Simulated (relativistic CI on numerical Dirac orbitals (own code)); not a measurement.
d1 to d9 in one tetrahedral field

Computed with a parametric ligand-field model without spin-orbit coupling, by exact diagonalisation: B = 630, C = 2880, 10Dq = -6700 cm⁻¹ (Td; |10Dq|/B = 10.6) for every shell. Energies in cm⁻¹; the field energy is (0.6 n_e − 0.4 n_t2) × 10Dq of the ground term; g labels are left out.

| Shell | Ground term | Electrons in e | Field energy | First spin-allowed bands | Lowest term of other spin |
| --- | --- | --- | --- | --- | --- |
| d1 | 2E | 1.000 | -4020 | 2T2 6700 |  |
| d2 | 3A2 | 2.000 | -8040 | 3T2 6700, 3T1 10960 | 1E 10468 |
| d3 | 4T1 | 1.927 | -4868 | 4T2 5874, 4A2 12574 | 2E 6622 |
| d4 | 5T2 | 2.000 | -2680 | 5E 6700 | 3T1 9205 |
| d5 | 6A1 | 2.000 | 0 | none | 4T1 16007 |
| d6 | ? | ? | ? | ? | ? |
| d7 | 4A2 | 4.000 | -8040 | 4T2 6700, 4T1 10960 | 2E 12889 |
| d8 | 3T1 | 3.927 | -4868 | 3T2 5874, 3A2 12574 | 1T2 9900 |
| d9 | 2T2 | 4.000 | -2680 | 2E 6700 |  |

Q: Fill in the row of d6.

A: Ground term: 5E; Electrons in e: 3.000; Field energy: -4020; First spin-allowed bands: 5T2 6700; Lowest term of other spin: 3T1 9675. Every shell keeps the spin of the free ion. Tetrahedral fields of 3d complexes are almost always too weak to pair spins. High-spin d^(n+5) repeats the spin-allowed bands of d^n, since the half-filled shell is spherical.
